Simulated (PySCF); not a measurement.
Method: ωB97X-D3(BJ)/def2-TZVP // PBE0-D3(BJ)/def2-TZVP in PySCF 2.14.0. Gas-phase values, no solvent. One relaxed conformer stands for a flexible species; it need not be the lowest. Delta-SCF ions had no search for a lower state. Excitations are Tamm–Dancoff values on a coarser integration grid. The basis has no diffuse functions, so Rydberg states are missing or too high.

Reference species (SMILES): `B(=C=B)N` (neutral, multiplicity 1).

```yaml
S1 excitation (TDA): 3.44 eV
vertical ionisation energy (Delta-SCF): 8.57 eV
T1 excitation (TDA): 3.24 eV
S1 oscillator strength: 0.000
```

Changed species: `[H]/B=C/N=B`.

### Question
What does the change do to the S1 excitation (TDA), vertical ionisation energy (Delta-SCF), T1 excitation (TDA) and S1 oscillator strength?

### Answer
the S1 excitation (TDA) falls by 0.93 eV, to 2.51 eV; the vertical ionisation energy (Delta-SCF) falls by 0.46 eV, to 8.11 eV; the T1 excitation (TDA) decreases by 1.06 eV, to 2.18 eV; the S1 oscillator strength stays essentially unchanged.
